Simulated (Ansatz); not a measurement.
Input for Ansatz (an electronic-structure program): U-CCSD(T)/cc-pV(D+d)Z on C2H4Si (SMILES C#C[SiH3]), a point of a bond scan (R = 1.596 Å). Files ending in .json are basis or fitting sets from the Basis Set Exchange.

Ansatz 0.2 input:
```yaml
crystal:
  periodic: [false, false, false]
  atoms:
    - {symbol: Si, position_ang: [-0.94557569, -0.07811079, -0.46973009]}
    - {symbol: C, position_ang: [0.68460242, 0.05655268, 0.34008738]}
    - {symbol: C, position_ang: [1.76130898, 0.14549575, 0.87495887]}
    - {symbol: H, position_ang: [-1.05376220, 0.95013135, -1.52668239]}
    - {symbol: H, position_ang: [-1.08493276, -1.42239361, -1.06941143]}
    - {symbol: H, position_ang: [-2.01018489, 0.12953739, 0.53507032]}
    - {symbol: H, position_ang: [3.18655216, 0.26323024, 1.58297157]}
basis:
  gaussian:
    orbitals: cc-pV_D+d_Z.json
correlation: {method: ccsd_t, electrons: outside_noble_gas}
scf: {omitted_lower_state_checks: [cluster_reference]}
magnetization: {spin_polarized: true, initial_magnetization: 0}
```

Problem. What total energy does the run end on?

Solution. -367.2647 hartree (reference determinant -366.8463, T1 diagnostic 0.037). Its determinant has ⟨S²⟩ = 0.14, a mixture of spin states.
